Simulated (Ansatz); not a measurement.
Ansatz (a first-principles code) input (X2C-CCSD(T)/cc-pVTZ-DK):

Ansatz 0.2 input:
```yaml
crystal:
  periodic: [false, false, false]
  atoms:
    - {symbol: C, position_ang: [1.95175584, -0.26242693, 0.41894449]}
    - {symbol: C, position_ang: [0.61317886, -0.78121442, 0.02456042]}
    - {symbol: C, position_ang: [-0.54965067, -0.03216470, -0.13423340]}
    - {symbol: C, position_ang: [-0.53231760, 1.46198034, 0.09876252]}
    - {symbol: C, position_ang: [-1.73309521, -0.63880957, -0.50558319]}
    - {symbol: H, position_ang: [2.30684136, -0.74265017, 1.33812670]}
    - {symbol: H, position_ang: [2.70337791, -0.48439979, -0.34746815]}
    - {symbol: H, position_ang: [1.95411012, 0.81388319, 0.58440006]}
    - {symbol: H, position_ang: [0.54180817, -1.84917779, -0.15585247]}
    - {symbol: H, position_ang: [-1.51939510, 1.89083202, -0.06774321]}
    - {symbol: H, position_ang: [0.16867983, 1.96185720, -0.57311265]}
    - {symbol: H, position_ang: [-0.22966570, 1.70242870, 1.12017181]}
    - {symbol: H, position_ang: [-2.64420562, -0.07115401, -0.63295146]}
    - {symbol: H, position_ang: [-1.78077829, -1.70580765, -0.68027566]}
basis:
  gaussian:
    orbitals: cc-pVTZ-DK
magnetization: {spin_polarized: true, initial_magnetization: 1}
correlation: {method: ccsd_t, electrons: outside_noble_gas}
```

End of the output:

```
integrals: 3.51 GiB planned
1554 factors; integrals over basis functions are off by at most 1.1e-3 eV
1.28 GiB of device memory are held for the factors and their scratch space
mean field: 1.35 GiB planned
mean field evaluation 1: about -5293.2454 eV, gradient 2.5e1 eV
mean field evaluation 2: about -5293.2467 eV, gradient 2.5e1 eV
mean field evaluation 4: about -5297.3329 eV, gradient 3.5e0 eV
mean field evaluation 8: about -5297.5858 eV, gradient 1.3e-1 eV
mean field evaluation 16: about -5297.3346 eV, gradient 3.5e0 eV
mean field -5297.58560346 eV, -194.6826800948 hartree, gradient 2.9e-6 eV, S^2 0.950662; 0 other end points of the search recorded, 0 dependent functions left out
5 core orbitals not correlated
reference -5297.58560346 eV, -194.6826800948 hartree; 15, 14 occupied and 256, 257 virtual orbitals, 1554 factors
second order -22.01502279 eV of doubles, -0.00000000 eV of singles
coupled cluster: 30.90 GiB planned
cycle   1  -22.91378033 eV  change   -9.0e-1 eV  update   1.1e-1
cycle   2  -23.54384877 eV  change   -6.3e-1 eV  update   4.0e-2
cycle   3  -23.70117098 eV  change   -1.6e-1 eV  update   2.7e-2
cycle   4  -23.70747196 eV  change   -6.3e-3 eV  update   1.3e-2
cycle   5  -23.71148469 eV  change   -4.0e-3 eV  update   4.3e-3
cycle   6  -23.71274507 eV  change   -1.3e-3 eV  update   1.3e-3
cycle   7  -23.71265372 eV  change    9.1e-5 eV  update   4.2e-4
cycle   8  -23.71279335 eV  change   -1.4e-4 eV  update   1.9e-4
cycle   9  -23.71280404 eV  change   -1.1e-5 eV  update   8.9e-5
cycle  10  -23.71276224 eV  change    4.2e-5 eV  update   5.4e-5
cycle  11  -23.71280812 eV  change   -4.6e-5 eV  update   3.3e-5
cycle  12  -23.71280005 eV  change    8.1e-6 eV  update   1.5e-5
coupled cluster: 30.90 GiB planned
perturbative correction -0.99826159 eV, -0.0366854367 hartree
Total energy: -5322.29666510 eV, -195.5907948603 hartree
Relativity: scalar
```

It need not be the lowest isomer of its formula.

The determinant is spin-contaminated: <S^2> is 0.95 against 0.75 for a pure state.
